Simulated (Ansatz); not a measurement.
Two shapes of singlet CH₃I.

Shape 1:

```xyz
5

C     0.0314   -0.0365   -1.8278
I     0.0177    0.0257    0.3662
H     0.0032   -1.0842   -2.1782
H    -0.8766    0.5444   -2.1158
H     0.9017    0.5638   -2.1775
```

Shape 2:

```xyz
5

C     0.0000    0.0000   -1.9594
I     0.0000    0.0000    0.3534
H     0.0000   -1.1253   -2.3239
H    -0.9746    0.5627   -2.3239
H     0.9746    0.5627   -2.3239
```

Basis set: def2-TZVP (spherical functions, with the set's core potentials past Kr). Frozen core: 5 orbitals. Charge 0, multiplicity 1.

Computed with Ansatz (development build ahead of 0.2.0); each method stands on the lowest determinant of its kind that the runs found.

Question: Which shape is lower in energy, and by how much in each method?

Answer:

```csv
method,E(2) − E(1) (eV)
RHF,0.617
RHF-MP2,0.555
```

Shape 1 is lower.
